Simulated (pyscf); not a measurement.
`[OH][Sn]([OH])([OH])[O][GeH3]` -> `[OH][GeH2][OH]` + `[OH][Sn][OH]` [singlet] (multi-bond step; singlet surface; O–Sn, O–Sn, Ge–H broken, H–O, Ge–O formed). Single points on ωB97X-D3(BJ)/def2-SVP structures (PySCF, gas phase). Energies in kJ/mol from the reactant's lowest minimum found.

```csv
level,barrier,reaction energy
PBE/def2-TZVP,196.5,-42.0
r²SCAN/def2-TZVP,[?],[?]
B3LYP-D3(BJ)/def2-TZVP,[?],-37.5
PBE0-D3(BJ)/def2-TZVP,253.3,-21.6
M06-2X/def2-TZVP,299.7,-4.2
HF/def2-TZVP,424.1,-23.7
```

### Question
Complete the blanks.

### Answer

- r²SCAN/def2-TZVP, barrier: 228.9
- r²SCAN/def2-TZVP, reaction energy: -17.1
- B3LYP-D3(BJ)/def2-TZVP, barrier: 243.6

The functionals in the table span 103.3 kJ/mol in this barrier, from PBE to M06-2X. On the product side the descent ends in a bound adduct (not fully relaxed), 58.0 kJ/mol under the separated species and 363.6 kJ/mol under the saddle at ωB97X-D3(BJ)/def2-TZVP. At ωB97X-D3(BJ)/def2-TZVP the barrier from the zero used here is 309.3 kJ/mol. One saddle was located; it need not be the lowest between these sides. A restricted solution here is unstable towards spin polarisation, so biradical character is likely and single-reference numbers are less safe. Elements up to Kr have no core potential and no relativistic terms here. Elements past Kr carry the def2 core potentials, without spin-orbit coupling.
